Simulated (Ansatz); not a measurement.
`CO[Si](Cl)(Cl)[SeH]`, relaxed with RKS PBE0-D4/def2-TZVP in the Gaussian-basis code of Ansatz from a GFN2-xTB geometry. The force threshold is 0.005 eV/Å; the program also tests the step.

The species carries charge 0 and has multiplicity 1.

Start:

```xyz
10

C     1.283    0.537   -1.021
O     0.400   -0.530   -0.791
Si   -0.860   -0.621    0.207
Cl   -1.220   -2.585    0.317
Cl   -2.470    0.349   -0.540
Se   -0.225    0.322    2.193
H     1.641    0.949   -0.073
H     2.126    0.147   -1.589
H     0.786    1.325   -1.590
H    -1.460    0.108    2.887
```

(1) By how much does the energy fall, and how many steps does the optimiser take? (An estimate is asked.)

(2) Which bonds change most? (An estimate is asked.)

(3) Give the relaxed structure. (Estimate.)

Results:

(1) The calculation gave: 0.10 eV, in 15 steps, 2 of them rejected.

(2) Computed: Se6–H10 from 1.433 to 1.468 Å; Si3–Cl4 from 1.999 to 2.029 Å; Si3–Se6 from 2.289 to 2.261 Å; Si3–Cl5 from 2.022 to 2.046 Å.

(3) Ansatz gave: 
```xyz
10

C     1.234    0.560   -1.051
O     0.569   -0.627   -0.654
Si   -0.735   -0.700    0.297
Cl   -1.348   -2.634    0.263
Cl   -2.253    0.461   -0.432
Se   -0.162    0.009    2.367
H     1.510    1.168   -0.185
H     2.138    0.266   -1.584
H     0.600    1.152   -1.716
H    -1.553    0.345    2.694
```
